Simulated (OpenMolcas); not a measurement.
**Eu V: the spin-orbit constant, worked from levels**

- Program: OpenMolcas 26.06
- Basis: ANO-RCC-VQZP [9s8p6d4f3g2h]
- Scalar Hamiltonian: DKH2, point nucleus
- Active space: 5 electrons in 7 orbitals (4f)
- State averaging: 2S+1 = 6 odd, 21 roots; 2S+1 = 4 odd, 224 roots (128 in the spin-orbit step); 2S+1 = 2 odd, 249 roots kept (CI in the orbitals of an earlier block, 143 in the spin-orbit step)
- Spin-orbit coupling: state interaction with AMFI integrals over the reference wave functions, term energies averaged over their components

Methods: CASSCF; MS-CASPT2, IPEA 0.25 Eh, imaginary shift 0.1 Eh (closed shells correlated: 5s 5p).

**The spin-orbit constant.** For the Hund term ⁶H° of f5, E(J) = (A/2) J(J+1) + constant and ζ = 2S·A = 5A. From J = 5/2 to J = 15/2 the energy changes by 27.5 A.

```csv
Source,E(15/2) - E(5/2),A,ζ
CASSCF,8515.8,309.7,1548
MS-CASPT2,8556.9,311.2,1556
```

All in cm-1. Both methods take the spin-orbit matrix elements from the reference wave functions, so the second can move ζ only through the term energies and any multistate remixing. Second-order mixing with other terms is absorbed into this ζ.

CASPT2 breaks the degeneracy within a term, and the mean is taken; among the terms shown or strongly mixed into the levels shown the widest spread is 240 cm-1 (4f⁵ ⁶H°, MS-CASPT2). High states are left out of the spin-orbit mixing, which shifts the levels that they would mix with. Without dynamic correlation excited terms often stand tens of per cent too high (terms of higher spin than the ground term too low), and those without a measured partner can miss by more than the paired ones (holds for CASSCF). Blocks of more than 70 roots (2S+1 = 4 odd, 2 odd) ran without multistate coupling (holds for MS-CASPT2). Levels of configurations outside the active space are missing.

° marks odd parity.
